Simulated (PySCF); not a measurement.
From results back to the method.

Compound: C6H5F.
InChI=1S/C6H5F/c1-3-6(2)4-5-7/h1,4-5H,2H2/b5-4+

The closed-shell ground state was solved 6 times with PySCF (density fitting, gas phase), always in the pcSseg-1 basis (144 functions), with these functionals: B3LYP, B97-D, BHandHLYP, CAM-B3LYP, HF and mPW1PW91. One conformer (not necessarily the lowest) at the PBE0-D3(BJ)/def2-SVP geometry, without solvent, vibrations or thermal averaging.

| row | total energy (Eh) | HOMO (eV) | LUMO (eV) | dipole (D) |
| --- | --- | --- | --- | --- |
| P | -331.1133 | -5.70 | -2.11 | 0.87 |
| Q | -331.1838 | -7.99 | -0.24 | 1.14 |
| R | -331.2507 | -6.82 | -1.36 | 1.07 |
| S | -329.3894 | -8.87 | 2.37 | 1.49 |
| T | -331.1489 | -7.64 | -0.29 | 1.28 |
| U | -331.3482 | -6.58 | -1.53 | 1.04 |

Problem. Which functional belongs to which row?

Solution. P = B97-D, Q = CAM-B3LYP, R = mPW1PW91, S = HF, T = BHandHLYP, U = B3LYP. By rising HOMO–LUMO gap: B97-D (GGA) 3.59 eV; B3LYP (global hybrid, 20 % exact exchange) 5.05 eV; mPW1PW91 (global hybrid, 25 % exact exchange) 5.46 eV; BHandHLYP (global hybrid, 50 % exact exchange) 7.35 eV; CAM-B3LYP (range-separated hybrid) 7.75 eV; HF (all exact exchange) 11.24 eV. Total energies of different functionals aren't bounds to one another; each is stationary for its own functional.

Conformer computed: `[CH:1]#[C:2][C:3](=[CH2:4])/[CH:5]=[CH:6]/[F:7]`: C2–C3–C5–C6 0°.

Note: B97-D ran without an empirical dispersion term, which enters the total energy and its gradient alone.
